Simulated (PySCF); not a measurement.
# Which determinant of MgGe lies lowest?

Unrestricted PBE0; Mg def2-SVPD, Ge def2-SVPD; no relativity (PySCF 2.14). Outer shells of the fragments: Mg 3s2; Ge 3d10 4s2 4p2.

Followed along the bond (rough minima from three points):

```
2Ms+1  unpaired  ⟨S²⟩ at the start  R at minimum (Å)  Te (eV)
    3      π ↑↑               2.16              2.60     0.00
    1      π ↑↓               1.01              2.60     0.32
    3  σ ↑, π ↑               2.01              2.89     0.63
    1  σ ↓, π ↑               1.01              2.82     0.75
    1      none               0.00              2.59     1.09
```

Solutions found at the starting distance of 2.515 Å, counted from the lowest of them; the search is not exhaustive and high or unbound solutions are not listed, so other states can lie among these:

| 2Ms+1 | unpaired | term | E (eV) | ⟨S²⟩ | ⟨Lz²⟩ | μ (D) |
| --- | --- | --- | --- | --- | --- | --- |
| 3 | π ↑↑ | ³Σ⁻ | 0.00 | 2.16 | 0.00 | -3.20 |
| 1 | π ↑↓ | mixed | 0.31 | 1.01 | 2.02 | -3.39 |
| 3 | σ ↑, π ↑ | ³Π | 0.84 | 2.01 | 1.00 | -0.09 |
| 1 | σ ↓, π ↑ | mixed | 0.93 | 1.01 | 1.00 | -0.21 |
| 1 | none | mixed | 1.09 | 0.00 | 2.00 | -3.25 |
| 3 | σ ↑↑, π ↑↓ | mixed | 1.70 | 3.01 | 2.01 | -1.67 |

A term symbol is given only where ⟨S²⟩ and ⟨Lz²⟩ are close to those of a pure state; real π, δ and φ orbitals otherwise mix terms. A positive dipole means Mg(−)Ge(+).

Spin–orbit coupling is left out.
